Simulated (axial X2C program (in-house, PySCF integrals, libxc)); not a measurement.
**SbP⁻: properties at the nuclei**

Calculated with an in-house all-electron X2C program for linear molecules (integrals from PySCF): two-component X2C with atomic mean-field Coulomb and Gaunt terms, Gaussian nuclei, basis Sb dyall-acv3z, P dyall-av3z with contracted cores.

R = 2.285 Å (near the PBE0 minimum at charge -1 of the determinant lowest at the starting distance; the state shown can have its own minimum elsewhere).

Input and command:
```json
{"zs": [51, 15], "q": -1, "bas": ["dyall-acv3z", "dyall-av3z"], "r0": 2.35, "levels": ["PBE0", "HF", "BHandHLYP", "LDA", "r2SCAN"], "nst": 3}
```
```bash
python soeom.py task.json out
```

Keys: zs atomic numbers; q charge; bas basis sets; r0 starting distance in Å; levels methods; nst determinants followed.

Determinant lowest in the PBE0 search, Ω = 1/2 (⟨Sz⟩ = -0.50, ⟨Lz⟩ = 1.00 at PBE0), spin on the atoms Sb -0.17, P -0.33:

```tsv
level	Eeff magnitude (GV/cm)	Ws magnitude Sb (kHz)	Ws magnitude P (kHz)	A∥/gI Sb (MHz)	qzz Sb (a.u.)	A∥/gI P (MHz)	qzz P (a.u.)
PBE0	0.274	0.0327	0.0143	1410	-2.05	394	-0.47
HF	1.43	2.01	0.0205	1110	-2.81	458	-0.66
BHandHLYP	0.418	0.165	0.0189	1330	-2.02	361	-0.56
LDA	0.637	0.502	0.00793	1420	-1.85	399	-0.41
r2SCAN	0.0303	0.314	0.0168	1420	-1.90	334	-0.45
```

Determinant 0.19 eV from it at PBE0 and this distance, Ω = 3/2 (⟨Sz⟩ = 0.50, ⟨Lz⟩ = 1.00 at PBE0), spin on the atoms Sb 0.31, P 0.19:

```json
{"level": "PBE0", "Eeff magnitude (GV/cm)": "0.652", "Ws magnitude Sb (kHz)": "0.332", "A∥/gI Sb (MHz)": "146", "qzz Sb (a.u.)": "-2.42", "A∥/gI P (MHz)": "76", "qzz P (a.u.)": "-0.50"}
{"level": "HF", "Eeff magnitude (GV/cm)": "1.24", "Ws magnitude Sb (kHz)": "0.573", "A∥/gI Sb (MHz)": "189", "qzz Sb (a.u.)": "-2.86", "A∥/gI P (MHz)": "56.8", "qzz P (a.u.)": "-0.73"}
{"level": "BHandHLYP", "Eeff magnitude (GV/cm)": "0.568", "Ws magnitude Sb (kHz)": "0.304", "A∥/gI Sb (MHz)": "194", "qzz Sb (a.u.)": "-2.47", "A∥/gI P (MHz)": "86.6", "qzz P (a.u.)": "-0.60"}
{"level": "LDA", "Eeff magnitude (GV/cm)": "0.143", "Ws magnitude Sb (kHz)": "0.123", "A∥/gI Sb (MHz)": "194", "qzz Sb (a.u.)": "-2.17", "A∥/gI P (MHz)": "72.3", "qzz P (a.u.)": "-0.45"}
{"level": "r2SCAN", "Eeff magnitude (GV/cm)": "0.984", "Ws magnitude Sb (kHz)": "0.463", "A∥/gI Sb (MHz)": "150", "qzz Sb (a.u.)": "-2.27", "A∥/gI P (MHz)": "80.7", "qzz P (a.u.)": "-0.47"}
```

Eeff is the effective electric field on the electron electric dipole moment in this Ω state and Ws the scalar–pseudoscalar constant of the nucleus named (defined with the proton number Z and per Ω); A∥ (defined per Ω) follows by multiplying with gI = μI/(I μN); qzz is the electric field gradient, eQq0 = 234.96 MHz × Q/barn × qzz. The operators were transformed with the bare-nucleus X2C matrices; with these basis sets, hyperfine constants and field gradients can be off by tens of per cent, and where levels differ in sign neither size nor sign is settled.

With gI(121Sb) = 1.3454, Q(121Sb) = -0.543 barn, gI(31P) = 2.2632 (g factors from the IAEA table of nuclear moments by Stone; Q from Pyykkö, Mol. Phys. 2018), turn the PBE0 values of the first state into constants in MHz.

A∥(121Sb) = 1410 × 1.3454 = 1900 MHz; eQq0(121Sb) = 234.96 × (-0.543) × (-2.05) = 262 MHz; A∥(31P) = 394 × 2.2632 = 892 MHz.

Each state is one determinant with collinear spin. Unrestricted Hartree–Fock can overshoot spin polarisation at the nuclei. In the state Ω = 1/2 the sign of Eeff differs between levels (HF, r2SCAN against PBE0). For an anion, determinants above electron detachment, or with a positive highest level, are held by the basis set. Where Eeff spreads by more than a factor of two the levels disagree and none is to be relied on. The search compared states at one distance, so a state with another bond length can lie lower. The sign of Ws at Sb differs between levels in the first state. Further determinants of the search, some of them spin-mixed, are not shown. PBE0 term energies can be off by some tenths of an eV.
